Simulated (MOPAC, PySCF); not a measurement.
C3H2F2, SMILES `FC#CCF`, neutral singlet in the gas phase. 

Cartesian coordinates (Å):
SMILES: FC#CCF
```xyz
7

F      2.9693    -0.2228     0.0408
C      1.6896    -0.1332     0.0063
C      0.4858    -0.0497    -0.0283
C     -0.9637     0.0528    -0.0650
F     -1.4725     0.5507     1.1468
H     -1.2871     0.7377    -0.8658
H     -1.4214    -0.9355    -0.2347
```
Charge 0, spin multiplicity 1.

All levels are single points at this geometry (PBE-D3(BJ)/def2-TZVP); Pople sets use spherical d functions. Orbital energies aren't observables, and empty levels follow the basis.

```
level                          HOMO (eV)  LUMO (eV)  gap (eV)  dipole (D)  vertical IE, Delta-SCF (eV)
-----------------------------  ---------  ---------  --------  ----------  ---------------------------
PBE-D3(BJ)/def2-TZVP in PySCF      -6.76      -0.78      5.97        1.62                        10.30
B3LYP/3-21G in PySCF               -7.57       0.74      8.32        1.66                            –
B3LYP/6-311+G** in PySCF           -8.00      -0.35      7.65        1.91                            –
BP86/6-31G* in PySCF               -6.43      -0.28      6.15        1.53                            –
PBE/6-31G* in PySCF                -6.32      -0.18      6.13        1.52                         9.98
SVWN5/6-31G* in PySCF              -6.46      -0.45      6.01        1.57                        10.17
HF/3-21G in PySCF                 -11.20       5.06     16.26        2.13                            –
HF/STO-3G in PySCF                 -8.68       9.71     18.38        1.11                            –
PM6 in MOPAC                      -11.20       0.74     11.93        1.62                            –
```
